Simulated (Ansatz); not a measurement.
Two members of one family (GaP nanocrystals, H-capped) that differ in charge, which shifts all levels, computed with Ansatz in the gas phase. Levels of anions in sets without diffuse functions are rough. A dash marks a value that wasn't run or was left out as unsound. The structures are stationary points that may keep the symmetry of their start. Remarks come from the PBE and PBE0 runs and from stability tests at other levels; not every state was tested. HOMO above LUMO (over both spins in singlets and doublets, within one spin in higher multiplets; at PBE or PBE0), or a gap under 0.15 eV within one spin, warns that the state may not be the lowest or that an electron is smeared out.

First: Ga12P11H32⁻, cut from zinc blende (singlet, charge -1, PBE-D4/def2-SVP geometry).

Cartesian coordinates in Å:
```
P 3.165 2.182 2.310
P 0.880 2.480 -3.526
P 0.187 -1.660 -3.465
P 2.764 -1.590 2.493
P 1.357 -3.389 -0.327
P 1.852 0.316 -0.696
P -0.445 2.649 1.287
P -1.935 0.789 -1.586
P -0.871 -1.094 1.747
P -2.260 -2.988 -1.201
P -4.481 -0.280 0.968
Ga 2.555 2.323 -1.781
Ga 3.465 0.122 1.036
Ga 1.305 3.724 2.565
Ga 2.032 -1.709 -1.872
Ga -1.512 2.590 -3.110
Ga -2.094 -1.188 -2.807
Ga 3.003 -3.738 1.429
Ga 0.724 -0.841 3.534
Ga -0.771 -3.197 0.728
Ga -0.342 0.535 0.148
Ga -4.096 1.400 -0.739
Ga -2.967 -0.701 2.828
H 3.617 1.882 3.633
H 4.272 3.005 1.924
H 1.198 3.592 -4.373
H 1.161 1.455 -4.486
H 0.211 -2.874 -4.228
H 0.503 -0.766 -4.537
H 3.777 -1.575 3.510
H 1.316 -4.614 -1.072
H -0.930 3.577 0.313
H -1.617 2.554 2.102
H -2.244 -4.219 -1.938
H -3.627 -3.048 -0.783
H -4.820 -1.517 0.331
H -5.778 -0.020 1.521
H 3.978 2.163 -2.458
H 2.235 3.516 -0.782
H 4.955 0.105 0.504
H 1.704 5.046 1.791
H 0.880 3.706 4.086
H 3.361 -2.030 -2.662
H -2.246 2.309 -4.490
H -1.684 3.968 -2.341
H -3.106 -1.366 -4.005
H 4.439 -3.838 0.758
H 2.447 -4.890 2.367
H 0.332 -1.769 4.760
H 0.890 0.736 3.736
H -1.201 -4.487 1.528
H -3.958 2.755 0.074
H -5.192 1.217 -1.873
H -2.915 0.703 3.568
H -3.472 -2.013 3.562
```

```
              level  HOMO (eV)  LUMO (eV)  gap (eV)  vertical IE (eV)
    PBE-D4/def2-SVP      -3.27       0.51      3.78                 –
   PBE-D4/def2-TZVP      -3.35       0.23      3.58              4.87
r2SCAN-D4/def2-TZVP      -3.59       0.35      3.94                 –
   PBE0-D4/def2-SVP      -4.28       1.24      5.52                 –
  PBE0-D4/def2-TZVP      -4.32       0.97      5.29              5.35
```

Remarks: gap within one spin near zero at PBE or PBE0 (neutral doublet).

Second: Ga12P12H32, cut from zinc blende (singlet, charge 0, PBE-D4/def2-SVP geometry).

```xyz
56

Ga    1.083    4.464   -0.973
Ga    1.227   -0.600   -4.876
Ga    2.546   -3.330   -1.203
Ga    2.009    2.680    2.551
Ga    2.704   -1.556    2.422
Ga    1.836    0.574   -0.731
Ga   -1.879    1.807   -1.544
Ga   -0.970   -1.874   -1.344
Ga   -0.808    0.059    1.893
Ga   -1.802    3.903    1.890
Ga   -0.505   -3.929    1.828
Ga   -4.653   -1.752    0.968
P     2.122    0.802   -3.102
P     2.307    2.689    0.199
P    -1.154    3.785   -0.420
P     3.002   -1.311    0.076
P    -0.663   -1.623   -3.713
P     0.264   -3.643   -0.452
P     3.136    0.660    3.291
P    -0.298    2.182    2.784
P     0.358   -1.827    2.697
P    -0.456    0.203   -0.419
P    -3.338   -2.147   -1.054
P    -3.176   -0.224    2.151
H     1.469    5.816   -0.252
H     1.366    4.203   -2.515
H     0.606    0.363   -5.957
H     2.266   -1.753   -5.127
H     3.463   -4.487   -0.649
H     2.472   -2.892   -2.723
H     2.559    3.918    3.349
H     3.610   -2.636    3.123
H    -1.406    1.750   -3.063
H    -3.356    1.371   -1.141
H    -1.351    5.265    2.547
H    -3.262    3.302    2.078
H     0.275   -5.110    2.522
H    -2.083   -3.791    1.801
H    -4.658   -3.106    1.764
H    -5.911   -0.921    0.514
H     3.528    0.930   -3.331
H     1.744    2.165   -3.320
H     3.713    2.888    0.002
H    -1.935    4.838   -1.000
H     4.394   -1.008   -0.077
H    -0.889   -2.915   -4.283
H    -1.853   -0.980   -4.174
H    -0.231   -4.779   -1.174
H     4.548    0.881    3.214
H     3.033    0.587    4.717
H    -0.513    2.065    4.196
H     0.164   -1.834    4.117
H    -3.930   -1.388   -2.109
H    -3.651   -3.456   -1.538
H    -3.655    1.118    2.018
H    -3.417   -0.400    3.551
```

Task: What does the change do? Estimate second minus first.

Result: 
```
              level  Δ HOMO (eV)  Δ LUMO (eV)  Δ gap (eV)  Δ vertical IE (eV)
    PBE-D4/def2-SVP        -2.66        -2.64        0.02                   –
   PBE-D4/def2-TZVP        -2.64        -2.51        0.13                2.64
r2SCAN-D4/def2-TZVP        -2.65        -2.47        0.18                   –
   PBE0-D4/def2-SVP        -2.68        -2.67        0.02                   –
  PBE0-D4/def2-TZVP        -2.66        -2.52        0.14                2.68
```

Remarks: gap within one spin near zero at PBE or PBE0 (+1 doublet).
